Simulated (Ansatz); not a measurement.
System: P₂H₄, net charge 1, doublet state. 
Coordinates optimised at B3LYP-D3(BJ)/def2-TZVP (Ansatz, a first-principles code):
```xyz
6

P     -1.0046    -0.3791    -0.0325
P      1.0046     0.3791     0.0325
H     -1.5948     0.1917     1.1142
H     -1.5887     0.3637    -1.0795
H      1.5887    -0.3637     1.0795
H      1.5948    -0.1917    -1.1142
```
Charge +1, spin multiplicity 2.

Basis-set convergence of Hartree-Fock and CCSD(T) correlation energies (hartree) with Ansatz. Correlated levels leave the core frozen unless marked. UHF or UKS for open shells. Spin-orbit coupling is left out. Non-relativistic.

```tsv
basis	functions	E(HF)	E(corr, CCSD(T))
aug-cc-pV(D+d)Z	100	-683.52112	-0.29129
aug-cc-pV(T+d)Z	202	?	?
```

### Question
What belongs in the gaps?

### Answer

- aug-cc-pV(T+d)Z, E(HF): -683.54654
- aug-cc-pV(T+d)Z, E(corr, CCSD(T)): -0.34677
